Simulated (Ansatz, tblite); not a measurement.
Forces on K2S2⁻ at its r2SCAN-D4/def2-TZVPD geometry. The state is a doublet with charge -1.

The xTB rows come from tblite. At PBE-D4/def2-TZVPD the highest occupied level of the charge -1 doublet lies above zero (up to 0.24 eV). The electron is either unbound and held by the finite basis, or the level is raised by self-interaction error. Another isomer (doublet) lies 0.65 eV lower at PBE0-D4/def2-TZVPD; other spin states weren't run for this one.

GFN1-xTB (tblite), largest force 1.00 eV/Å:

```xyz
4
positions Å, forces eV/Å
K     0.134   -0.486    1.867   -0.069    0.252   -0.968
K    -0.134    0.486   -1.868    0.069   -0.252    0.969
S    -2.225   -0.034    0.151    0.303    0.005   -0.021
S     2.225    0.034   -0.150   -0.303   -0.005    0.020
```

GFN2-xTB (tblite), largest force 0.17 eV/Å:

```
K 0.002 -0.006 0.023
K -0.002 0.006 -0.022
S -0.167 -0.002 0.010
S 0.167 0.003 -0.012
```

PBE-D4/def2-TZVPD (Ansatz), largest force 0.00 eV/Å:

```
K 0.001 -0.001 0.002
K 0.000 0.000 0.000
S -0.004 0.000 -0.001
S 0.004 0.000 -0.001
```
